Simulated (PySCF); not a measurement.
A run for PySCF: R-HF/3-21G on C2H6Se (SMILES CC[SeH]), a point of a bond scan (R = 1.090 Å).

```python
from pyscf import gto, scf, dft, mp
from pyscf.data.elements import chemcore

mol = gto.M(
    atom='''
    Se   -0.55498298   -0.21214087    0.55361405
    H    -1.52607192   -0.05920117   -0.54272366
    C     1.03208518   -0.24790716   -0.62909867
    C     1.24880037    1.03703812   -1.40772409
    H     0.93381648   -1.11104940   -1.28408602
    H     1.85619480   -0.44343878    0.05686397
    H     1.34458275    1.89203154   -0.73829185
    H     0.41578897    1.23333108   -2.08443844
    H     2.15979709    0.96633040   -2.00926490
    ''',
    basis='3-21g',
    charge=0, spin=0, verbose=3, max_memory=1800)
mf = scf.RHF(mol)
mf.conv_tol = 1e-8
mf.max_cycle = 100
mf.kernel()
if not mf.converged:
    mf = mf.newton().run(mf.mo_coeff, mf.mo_occ)
```

It printed:

```
converged SCF energy = -2467.26303793188
```

The run converged.

Cost: very roughly 0.4 core-seconds.
